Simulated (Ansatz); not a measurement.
`[F][GaH][Br]` + `O[SiH3]` → `[F][GaH][O][SiH3]` + HBr at 400 K and 1 bar (ligand exchange at a Ga–Br bond).

Program: Ansatz. Geometries: PBE0-D4/def2-TZVP. ΔE: electronic, gas phase. CBS: MP2 limit from def2 TZ/QZ plus the TZ coupled-cluster correction, frozen cores. For Br, Ga outer-core shells are correlated without core-valence functions, which leaves a few kJ/mol of doubt a bond. Scalar relativity is left out up to krypton. One conformer a species, not always the lowest.

| species | CCSD(T)/CBS energy (Eh) | H − E (kJ/mol) | S (J/(mol·K)) |
| --- | --- | --- | --- |
| `[F][GaH][Br]` | -4597.74300 | 46.2 | 325.2 |
| `O[SiH3]` | -366.69042 | 120.0 | 276.4 |
| `[F][GaH][O][SiH3]` | -2390.49581 | 131.9 | 390.8 |
| HBr | -2573.91920 | 27.6 | 207.2 |

H − E and S are ideal-gas, rigid-rotor, harmonic terms from PBE0-D4/def2-TZVP, for one conformer and one mirror image of each species. 1 Eh = 2625.50 kJ/mol, R = 8.31446 J/(mol·K).

Problem. By hand: ΔE, ΔH, ΔS and ΔG.

Solution. ΔE = (-2390.49581) + (-2573.91920) − (-4597.74300) − (-366.69042) = 0.01841 Eh = 48.3 kJ/mol. Δ(H − E) = 131.9 + 27.6 − 46.2 − 120.0 = -6.7, so ΔH = 41.6 kJ/mol. ΔS = 390.8 + 207.2 − 325.2 − 276.4 = -3.6 J/(mol·K). ΔG = 41.6 − 400 × (-3.6)/1000 = 43.0 kJ/mol.

Problem. By hand: the equilibrium constant, and the temperature at which ΔG would vanish if ΔH and ΔS stayed fixed.

Solution. log₁₀ K = −ΔG/(RT ln 10) = -5.6. ΔH and −TΔS have one sign here, so there is no such temperature.

The number of gas molecules stays the same, so ΔS is small and ΔH decides. A doubt of 5 kJ/mol in ΔE shifts log₁₀ K by 0.7 here. Other conformers and mirror images would add mixing entropy, several J/(mol·K) or more a flexible species. Modes under 60 cm⁻¹, often nearly free rotors, make the harmonic entropy too high. These are equilibria of isolated gas molecules and say nothing of rates. Largest T1 diagnostic: 0.014 (customary marks: 0.02 for closed shells, 0.045 for open ones).

ΔS is within the doubt of such terms, so its sign, and with it that verdict, could turn.
